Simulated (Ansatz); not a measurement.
`[F][Sn][Cl]` and `[NH2][Sn][F]` differ in one atom or group.

Ansatz, PBE0-D4/def2-TZVP geometries, multiplicity 1. Each molecule was computed in one conformer, which needn't be the lowest.

Elements past krypton have def2 core potentials.

```json
{"property": "LUMO energy (ωB97M-V/def2-TZVPP) / eV", "`[F][Sn][Cl]`": "-1.17"}
{"property": "HOMO energy (PBE0/def2-TZVPP) / eV", "`[F][Sn][Cl]`": "-8.30"}
{"property": "LUMO energy (B3LYP/def2-TZVPP) / eV", "`[F][Sn][Cl]`": "-3.20"}
{"property": "size of the dipole moment (B3LYP/def2-TZVPP) / D", "`[F][Sn][Cl]`": "3.54"}
{"property": "LUMO energy (PBE0/def2-TZVPP) / eV", "`[F][Sn][Cl]`": "-2.95"}
{"property": "HOMO–LUMO gap (PBE0/def2-TZVPP) / eV", "`[F][Sn][Cl]`": "5.35"}
```

(1) Give the same properties after the change, and the shifts. (Estimate.)

## Answers

(1) Ansatz gave: 
| property | `[NH2][Sn][F]` | shift |
| --- | --- | --- |
| LUMO energy (ωB97M-V/def2-TZVPP) / eV | -0.14 | 1.03 |
| HOMO energy (PBE0/def2-TZVPP) / eV | -7.59 | 0.71 |
| LUMO energy (B3LYP/def2-TZVPP) / eV | -2.11 | 1.09 |
| size of the dipole moment (B3LYP/def2-TZVPP) / D | 2.96 | -0.58 |
| LUMO energy (PBE0/def2-TZVPP) / eV | -1.87 | 1.08 |
| HOMO–LUMO gap (PBE0/def2-TZVPP) / eV | 5.72 | 0.37 |

With PBE0 the HOMO rises by 0.71 eV and the LUMO rises by 1.08 eV, so the gap widens by about 0.37 eV. PBE moves the HOMO by 0.90 eV and ωB97M-V by 0.53 eV. The zero-point energy changes by 62.8 kJ/mol with +6 modes. Dipoles are sizes alone; their direction can turn.

B3LYP here is the variant with VWN-RPA as its local correlation; programs differ in this.
